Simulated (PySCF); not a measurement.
PySCF input for InCl3, SMILES [Cl][In]([Cl])[Cl], PBE-D3(BJ)/def2-SVP. 

```python
import numpy as np
from pyscf import gto, scf, dft
from pyscf.geomopt import geometric_solver

mol = gto.M(
    atom='''
    In   -0.00000000   -0.00000000    0.00000000
    Cl    2.29626634    0.00000000   -0.00000000
    Cl   -1.14813317   -1.98862499   -0.00000000
    Cl   -1.14813317    1.98862499   -0.00000000
    ''',
    basis='def2-SVP',
    ecp={'In': 'def2-svp'},
    charge=0,
    spin=0,
    max_memory=1600,
    verbose=3,
)
mf = dft.RKS(mol, xc='pbe').density_fit(auxbasis='def2-universal-jkfit')
mf.disp = 'd3bj'
mf.grids.level = 3
mf.conv_tol = 1e-9
mf.max_cycle = 100
mf.kernel()
conv, mol_eq = geometric_solver.kernel(mf, convergence_set='GAU_TIGHT', maxsteps=100)
print(mol_eq.tostring(format='xyz'))
mf.reset(mol_eq)
mf.kernel()
```

Output:

```
converged SCF energy = -1569.88116934404
[banner and settings of the optimiser left out]
Geometry optimization cycle 1
Cartesian coordinates (Angstrom)
 Atom        New coordinates             dX        dY        dZ
  In   0.000000   0.000000   0.000000    0.000000  0.000000  0.000000
  Cl   2.296266   0.000000   0.000000    0.000000  0.000000  0.000000
  Cl  -1.148133  -1.988625   0.000000    0.000000  0.000000  0.000000
  Cl  -1.148133   1.988625   0.000000    0.000000  0.000000  0.000000

WARN: Mole.unit (angstrom) is changed to Bohr

converged SCF energy = -1569.88116934422
--------------- DFRKS_Scanner gradients ---------------
         x                y                z
0 In     0.0000266285     0.0000000000    -0.0000000000
1 Cl    -0.0136052578    -0.0000000000    -0.0000000000
2 Cl     0.0066728017     0.0117435566     0.0000000000
3 Cl     0.0066728017    -0.0117435566     0.0000000000
----------------------------------------------
cycle 1: E = -1569.88116934  dE = -1569.88  norm(grad) = 0.0234516
Step    0 : Gradient = 1.173e-02/1.361e-02 (rms/max) Energy = -1569.8811693442
Hessian Eigenvalues: 4.50000e-02 5.00000e-02 5.00000e-02 ... 1.47985e-01 2.50000e-01 2.50000e-01

Geometry optimization cycle 2
Cartesian coordinates (Angstrom)
 Atom        New coordinates             dX        dY        dZ
  In   0.002082   0.000216   0.000000    0.002082  0.000216  0.000000
  Cl   2.346790  -0.000360   0.000000    0.050524 -0.000360  0.000000
  Cl  -1.169254  -2.030903  -0.000000   -0.021121 -0.042278 -0.000000
  Cl  -1.169753   2.031047  -0.000000   -0.021620  0.042422 -0.000000
converged SCF energy = -1569.88286360823
--------------- DFRKS_Scanner gradients ---------------
         x                y                z
0 In    -0.0000009913     0.0000077391     0.0000000000
1 Cl     0.0007637841    -0.0000087928    -0.0000000000
2 Cl    -0.0005090876    -0.0007183304    -0.0000000000
3 Cl    -0.0005201831     0.0007186960    -0.0000000000
----------------------------------------------
cycle 2: E = -1569.88286361  dE = -0.00169426  norm(grad) = 0.00146485
Step    1 : Displace = 4.193e-02/4.878e-02 (rms/max) Trust = 1.000e-01 (=) Grad = 7.324e-04/8.872e-04 (rms/max) E (change) = -1569.8828636082 (-1.694e-03) Quality = 0.912
Hessian Eigenvalues: 4.50000e-02 4.99593e-02 5.00000e-02 ... 1.57251e-01 2.49997e-01 2.50001e-01

Geometry optimization cycle 3
Cartesian coordinates (Angstrom)
 Atom        New coordinates             dX        dY        dZ
  In   0.004516   0.000264  -0.000000    0.002435  0.000048 -0.000000
  Cl   2.346447  -0.000419   0.000000   -0.000343 -0.000058  0.000000
  Cl  -1.164956  -2.028674   0.000000    0.004298  0.002229  0.000000
  Cl  -1.165514   2.028856   0.000000    0.004240 -0.002191  0.000000
converged SCF energy = -1569.88286979535
--------------- DFRKS_Scanner gradients ---------------
         x                y                z
0 In    -0.0000201859     0.0000128818    -0.0000000000
1 Cl     0.0000146008    -0.0000100107     0.0000000000
2 Cl    -0.0001239745    -0.0000678741     0.0000000000
3 Cl    -0.0001342655     0.0000642255     0.0000000000
----------------------------------------------
cycle 3: E = -1569.8828698  dE = -6.18712e-06  norm(grad) = 0.000207402
Step    2 : Displace = 2.451e-03/3.001e-03 (rms/max) Trust = 1.414e-01 (+) Grad = 1.037e-04/1.488e-04 (rms/max) E (change) = -1569.8828697953 (-6.187e-06) Quality = 0.836
Hessian Eigenvalues: 4.00336e-02 4.50000e-02 5.00000e-02 ... 1.60148e-01 2.49698e-01 2.50093e-01

Geometry optimization cycle 4
Cartesian coordinates (Angstrom)
 Atom        New coordinates             dX        dY        dZ
  In   0.007989   0.000260   0.000000    0.003473 -0.000004  0.000000
  Cl   2.349316  -0.000390   0.000000    0.002869  0.000029 -0.000000
  Cl  -1.160786  -2.028342   0.000000    0.004169  0.000332 -0.000000
  Cl  -1.161273   2.028542  -0.000000    0.004241 -0.000313 -0.000000
converged SCF energy = -1569.88286951509
--------------- DFRKS_Scanner gradients ---------------
         x                y                z
0 In    -0.0000361523     0.0000145568     0.0000000000
1 Cl    -0.0001527917    -0.0000092006    -0.0000000000
2 Cl    -0.0000330645     0.0000757337    -0.0000000000
3 Cl    -0.0000409585    -0.0000817759     0.0000000000
----------------------------------------------
cycle 4: E = -1569.88286952  dE = 2.8026e-07  norm(grad) = 0.000200356
Step    3 : Displace = 6.047e-04/8.197e-04 (rms/max) Trust = 2.000e-01 (+) Grad = 1.002e-04/1.531e-04 (rms/max) E (change) = -1569.8828695151 (+2.803e-07) Quality = -0.256
Hessian Eigenvalues: 6.40344e-03 4.50000e-02 5.00000e-02 ... 2.47578e-01 2.49280e-01 2.90984e-01

Geometry optimization cycle 5
Cartesian coordinates (Angstrom)
 Atom        New coordinates             dX        dY        dZ
  In   0.011214   0.000214   0.000000    0.003225 -0.000045 -0.000000
  Cl   2.352442  -0.000299   0.000000    0.003126  0.000090  0.000000
[...]
Eigenvalues below 1.0000e-05 (-3.1633e-06) - returning guess
Hessian Eigenvalues: 4.50000e-02 5.00000e-02 5.00000e-02 ... 1.32470e-01 2.50000e-01 2.50000e-01

Geometry optimization cycle 96
Cartesian coordinates (Angstrom)
 Atom        New coordinates             dX        dY        dZ
  In   0.172284  -0.000000  -0.000000    0.001267  0.000005  0.000000
  Cl   2.513966  -0.000013  -0.000000    0.001263 -0.000001  0.000000
  Cl  -0.996077  -2.029157   0.000000    0.001267 -0.000004 -0.000000
  Cl  -0.996055   2.029153  -0.000000    0.001269 -0.000001 -0.000000
converged SCF energy = -1569.88286967516
--------------- DFRKS_Scanner gradients ---------------
         x                y                z
0 In    -0.0000645916     0.0000029730    -0.0000000000
1 Cl    -0.0000665407     0.0000000271    -0.0000000000
2 Cl    -0.0000666206    -0.0000017030    -0.0000000000
3 Cl    -0.0000648541    -0.0000012780     0.0000000000
----------------------------------------------
cycle 96: E = -1569.88286968  dE = -5.0477e-11  norm(grad) = 0.000131368
Step   95 : Displace = 3.800e-06/5.358e-06 (rms/max) Trust = 4.000e-06 (=) Grad = 6.568e-05/6.664e-05 (rms/max) E (change) = -1569.8828696752 (-5.048e-11) Quality = 0.000
Eigenvalues below 1.0000e-05 (7.2887e-06) - returning guess
Hessian Eigenvalues: 4.50000e-02 5.00000e-02 5.00000e-02 ... 1.32468e-01 2.50000e-01 2.50000e-01

Geometry optimization cycle 97
Cartesian coordinates (Angstrom)
 Atom        New coordinates             dX        dY        dZ
  In   0.175062  -0.000003  -0.000000    0.002778 -0.000003  0.000000
  Cl   2.516748  -0.000016  -0.000000    0.002782 -0.000003  0.000000
  Cl  -0.993295  -2.029153   0.000000    0.002782  0.000004  0.000000
  Cl  -0.993281   2.029154  -0.000000    0.002775  0.000002  0.000000
converged SCF energy = -1569.88286967499
--------------- DFRKS_Scanner gradients ---------------
         x                y                z
0 In    -0.0000639763     0.0000046637    -0.0000000000
1 Cl    -0.0000669623    -0.0000002249    -0.0000000000
2 Cl    -0.0000669824    -0.0000024204     0.0000000000
3 Cl    -0.0000646856    -0.0000019951     0.0000000000
----------------------------------------------
cycle 97: E = -1569.88286967  dE = 1.71894e-10  norm(grad) = 0.000131451
Step   96 : Displace = 4.357e-06/4.976e-06 (rms/max) Trust = 4.000e-06 (=) Grad = 6.573e-05/6.703e-05 (rms/max) E (change) = -1569.8828696750 (+1.719e-10) Quality = -0.000
Eigenvalues below 1.0000e-05 (-2.8960e-06) - returning guess
Hessian Eigenvalues: 4.50000e-02 5.00000e-02 5.00000e-02 ... 1.32470e-01 2.50000e-01 2.50000e-01

Geometry optimization cycle 98
Cartesian coordinates (Angstrom)
 Atom        New coordinates             dX        dY        dZ
  In   0.176464  -0.000009  -0.000000    0.001401 -0.000005  0.000000
  Cl   2.518153  -0.000016  -0.000000    0.001405  0.000001  0.000000
  Cl  -0.991893  -2.029150   0.000000    0.001402  0.000003  0.000000
  Cl  -0.991881   2.029155  -0.000000    0.001400  0.000001 -0.000000
converged SCF energy = -1569.88286967559
--------------- DFRKS_Scanner gradients ---------------
         x                y                z
0 In    -0.0000668139    -0.0000031634    -0.0000000000
1 Cl    -0.0000646845    -0.0000000220     0.0000000000
2 Cl    -0.0000646247     0.0000018441     0.0000000000
3 Cl    -0.0000664841     0.0000013764     0.0000000000
----------------------------------------------
cycle 98: E = -1569.88286968  dE = -6.04132e-10  norm(grad) = 0.000131377
Step   97 : Displace = 3.845e-06/5.418e-06 (rms/max) Trust = 4.000e-06 (=) Grad = 6.569e-05/6.689e-05 (rms/max) E (change) = -1569.8828696756 (-6.041e-10) Quality = 0.001
Eigenvalues below 1.0000e-05 (5.8535e-06) - returning guess
Hessian Eigenvalues: 4.50000e-02 5.00000e-02 5.00000e-02 ... 1.32468e-01 2.50000e-01 2.50000e-01

Geometry optimization cycle 99
Cartesian coordinates (Angstrom)
 Atom        New coordinates             dX        dY        dZ
  In   0.178870  -0.000006  -0.000000    0.002406  0.000003  0.000000
  Cl   2.520556  -0.000013  -0.000000    0.002402  0.000003 -0.000000
  Cl  -0.989491  -2.029154   0.000000    0.002402 -0.000005 -0.000000
  Cl  -0.989472   2.029153  -0.000000    0.002409 -0.000002 -0.000000
converged SCF energy = -1569.88286967511
--------------- DFRKS_Scanner gradients ---------------
         x                y                z
0 In    -0.0000674390    -0.0000048506     0.0000000000
1 Cl    -0.0000642560     0.0000002293    -0.0000000000
2 Cl    -0.0000642619     0.0000025569     0.0000000000
3 Cl    -0.0000666506     0.0000020937    -0.0000000000
----------------------------------------------
cycle 99: E = -1569.88286968  dE = 4.83169e-10  norm(grad) = 0.000131466
Step   98 : Displace = 4.370e-06/4.970e-06 (rms/max) Trust = 4.000e-06 (=) Grad = 6.573e-05/6.761e-05 (rms/max) E (change) = -1569.8828696751 (+4.832e-10) Quality = -0.001
Eigenvalues below 1.0000e-05 (-3.1312e-06) - returning guess
Hessian Eigenvalues: 4.50000e-02 5.00000e-02 5.00000e-02 ... 1.32470e-01 2.50000e-01 2.50000e-01

Geometry optimization cycle 100
Cartesian coordinates (Angstrom)
 Atom        New coordinates             dX        dY        dZ
  In   0.180136  -0.000001  -0.000000    0.001266  0.000005 -0.000000
  Cl   2.521818  -0.000013  -0.000000    0.001263 -0.000001  0.000000
  Cl  -0.988225  -2.029158   0.000000    0.001266 -0.000004  0.000000
  Cl  -0.988204   2.029152  -0.000000    0.001268 -0.000001  0.000000
converged SCF energy = -1569.88286967517
--------------- DFRKS_Scanner gradients ---------------
         x                y                z
0 In    -0.0000645465     0.0000029549     0.0000000000
1 Cl    -0.0000665712     0.0000000273    -0.0000000000
2 Cl    -0.0000666227    -0.0000017084    -0.0000000000
3 Cl    -0.0000648666    -0.0000012565     0.0000000000
----------------------------------------------
cycle 100: E = -1569.88286968  dE = -5.63887e-11  norm(grad) = 0.000131368
Step   99 : Displace = 3.800e-06/5.323e-06 (rms/max) Trust = 4.000e-06 (=) Grad = 6.568e-05/6.664e-05 (rms/max) E (change) = -1569.8828696752 (-5.639e-11) Quality = 0.000
Eigenvalues below 1.0000e-05 (7.2828e-06) - returning guess
Hessian Eigenvalues: 4.50000e-02 5.00000e-02 5.00000e-02 ... 1.32468e-01 2.50000e-01 2.50000e-01

Geometry optimization cycle 101
Cartesian coordinates (Angstrom)
 Atom        New coordinates             dX        dY        dZ
  In   0.182914  -0.000004  -0.000000    0.002778 -0.000003 -0.000000
  Cl   2.524600  -0.000016  -0.000000    0.002782 -0.000003  0.000000
  Cl  -0.985443  -2.029154   0.000000    0.002782  0.000004  0.000000
  Cl  -0.985429   2.029153  -0.000000    0.002775  0.000002 -0.000000
converged SCF energy = -1569.88286967499
--------------- DFRKS_Scanner gradients ---------------
         x                y                z
0 In    -0.0000639055     0.0000046364    -0.0000000000
1 Cl    -0.0000670062    -0.0000002234     0.0000000000
2 Cl    -0.0000669892    -0.0000024261    -0.0000000000
3 Cl    -0.0000647058    -0.0000019654     0.0000000000
----------------------------------------------
cycle 101: E = -1569.88286967  dE = 1.75987e-10  norm(grad) = 0.000131451
Step  100 : Displace = 4.360e-06/4.965e-06 (rms/max) Trust = 4.000e-06 (=) Grad = 6.573e-05/6.703e-05 (rms/max) E (change) = -1569.8828696750 (+1.760e-10) Quality = -0.000
Hessian Eigenvalues: 4.50000e-02 5.00000e-02 5.00000e-02 ... 1.32468e-01 2.50000e-01 2.50000e-01
Maximum iterations reached (100); increase --maxiter for more
Geometry optimization failed to converge in 100 iterations
4
XYZ from PySCF
In          0.18291429       -0.00000428       -0.00000000
Cl          2.52460017       -0.00001639       -0.00000000
Cl         -0.98544257       -2.02915425        0.00000000
Cl         -0.98542948        2.02915334       -0.00000000
converged SCF energy = -1569.88286967512
```

The run did not converge; its last values are not results.
